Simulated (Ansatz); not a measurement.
Two isomers of C4H6F4: A = `FC(F)CCC(F)F`, B = `CC(F)(F)C(F)CF`.

Gas-phase electronic energies from Ansatz, PBE0-D4/def2-TZVP geometries. CCSD(T)/CBS adds triple-zeta CCSD(T) − MP2 to the extrapolated MP2 energy (def2 sets, frozen cores). Functionals use def2-TZVPP. One conformer a species, not always the lowest.

Task: Which isomer does CCSD(T)/CBS put lower? Give the gap. (Estimate.)

Result: The calculation gave: A, by 6.8 kcal/mol.

Task: Give E(B) − E(A) in kcal/mol with B2PLYP, ωB97M-V, CCSD(T)/def2-TZVPP, PBE0-D4, HF/def2-TZVPP, r2SCAN-D4, BLYP-D4. (Estimate.)

Result: The calculation gave: B2PLYP 7.1, ωB97M-V 6.5, CCSD(T)/def2-TZVPP 7.2, PBE0-D4 7.3, HF/def2-TZVPP 7.4, r2SCAN-D4 6.4, BLYP-D4 6.4. None reverses the order clearly.

Task: Does the order hold for the free energy at 298.15 K (harmonic terms from PBE0-D4)? (Estimate.)

Result: Computed: Yes: G(B) − G(A) = +6.2 kcal/mol, for one conformer each. Modes under 60 cm⁻¹, often nearly free rotors, make the harmonic entropy too high.

Largest T1 diagnostic: 0.011.

Leaving LDA and LC-ωPBE aside and taking each functional with its dispersion term where it has one, the values, not all of them listed here, spread over 1.8 kcal/mol, from B97M-V to PBE-QIDH. At CCSD(T), def2-SVP lies +2.0 kcal/mol from the extrapolated value and def2-TZVPP +0.4 kcal/mol.
